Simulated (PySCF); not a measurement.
Ge(H)(Br)2(Me) (CH₄Br₂Ge), SMILES [CH3][GeH]([Br])[Br].

The structure is a stationary point at B3LYP-D3(BJ)/def2-SVP.

The numbers are results of TDA-PBE/def2-SVPD (PySCF), not measurements.

Vertical excitations.  State labels are in the subgroup Cs.

| state | symmetry | energy (eV) | λ (nm) | f | main pairs |
|---|---|---|---|---|---|
| S1 | A' | 5.10 | 243 | 0.016 | HOMO→LUMO 98 % |
| S2 | A" | 5.21 | 238 | 0.025 | HOMO−1→LUMO 53 %, HOMO−2→LUMO 44 % |
| S3 | A" | 5.24 | 237 | 0.024 | HOMO−2→LUMO 55 %, HOMO−1→LUMO 43 % |
| S4 | A' | 5.44 | 228 | 0.009 | HOMO−3→LUMO 97 % |
| S5 | A" | 6.11 | 203 | 0.000 | HOMO→LUMO+1 98 % |
| S6 | A' | 6.15 | 202 | 0.015 | HOMO−1→LUMO+1 97 % |
| S7 | A' | 6.30 | 197 | 0.016 | HOMO−2→LUMO+1 98 % |
| S8 | A" | 6.53 | 190 | 0.008 | HOMO−3→LUMO+1 87 % |
| S9 | A" | 6.73 | 184 | 0.015 | HOMO−1→LUMO+2 98 % |
| S10 | A' | 6.78 | 183 | 0.053 | HOMO→LUMO+2 92 % |
| T1 | A" | 4.70 | 264 | 0 | HOMO−1→LUMO 100 % |
| T2 | A' | 4.71 | 263 | 0 | HOMO→LUMO 99 % |
| T3 | A" | 4.92 | 252 | 0 | HOMO−2→LUMO 99 % |
| T4 | A' | 5.08 | 244 | 0 | HOMO−3→LUMO 99 % |
Triplets are in the Tamm–Dancoff approximation.
